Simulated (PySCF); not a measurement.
## BiS: one state, many levels of theory

State: ²Π (doublet), unpaired electrons π ↑. Set-up: PySCF, scalar-relativistic core potentials, basis sets Bi def2-TZVPP with ECP60, S def2-TZVPP. De refers to Bi + S in their high-spin ground configurations, without counterpoise correction. The functionals are run spin-unrestricted. A positive dipole means Bi(−)S(+). Levels whose curve was spin-contaminated or gave no clean fit are not listed.

```csv
Level,Re (Å),ωe (cm⁻¹),De (eV),μ (D)
PBE,2.322,429,3.70,-2.93
revPBE,2.329,424,3.41,-3.01
TPSS,2.318,433,3.51,-3.03
r²SCAN,2.304,446,3.25,-3.10
PBE0,2.289,459,3.20,-3.18
B97-3,2.303,453,3.45,-3.36
ωB97X,2.270,486,3.55,-3.41
```

Question: What does the step from GGA to meta-GGA do here, going from PBE to r²SCAN?

Answer: r²SCAN less PBE: -1.8 pm in Re, +4.0 % in ωe, -0.45 eV in De. 

These are scalar-relativistic numbers at best; spin–orbit coupling would shift them, the dissociation energy most. The state was picked by a PBE0 search and need not be the measured ground state.

The whole job (state search and all levels along the bond) took about 16 min on 1 thread of Intel Xeon Platinum 8488C (shared host), peak memory 2.9 GiB.
